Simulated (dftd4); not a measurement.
C3H10OSi (SMILES C[Si](C)(C)O), singlet, at a GFN2-xTB geometry; D4 for blyp (dftd4).

The dftd4 input:
```
$ dftd4 mol.xyz --func blyp --charge 0 --json dftd4.json --noedisp

# file mol.xyz
15

C     -0.06998070     1.17580699    -1.48327614
Si    -0.02198252     0.01459389     0.02921511
C     -0.82070664    -1.66327471    -0.35613988
C      1.78838348    -0.18625162     0.59541778
O     -0.94934960     0.60545492     1.24544665
H      0.45701902     0.75088546    -2.33099535
H      0.38922241     2.13668663    -1.26620147
H     -1.09206551     1.36669344    -1.79712218
H     -0.80770921    -2.31025554     0.51483519
H     -0.29908420    -2.17546297    -1.15808331
H     -1.85594160    -1.54197020    -0.65767680
H      2.39412918    -0.66888878    -0.16421924
H      2.24919838     0.77344668     0.81429533
H      1.85155435    -0.79078615     1.49549654
H     -0.76994763     1.45401361     1.64107608
```

Problem. What does dftd4 print? Leave out banner, timings and long lists.

Solution. 
```
                    ____  _____ _____     ____  _  _
      -------------|  _ \|  ___|_   _|---|  _ \| || |------------
     |             | | | | |_    | | ___ | | | | || |_           |
     |             | |_| |  _|   | ||___|| |_| |__   _|          |
     |             |____/|_|     |_|     |____/   |_|            |
     |             ===================================           |
     |            E. Caldeweyher, S. Ehlert & S. Grimme          |
     |          Mulliken Center for Theoretical Chemistry        |
     |                    University of Bonn                     |
      -----------------------------------------------------------

Rational (Becke-Johnson) damping: blyp-D4-ATM
---------------------
  s6         1.0000
  s8         2.3408
  s9         1.0000
  a1         0.4449
  a2         4.0933
 alp        16.0000
--------------------

Dispersion energy:      -2.4007901773328E-02 Eh

[Info] JSON dump of results written to 'dftd4.json'
```
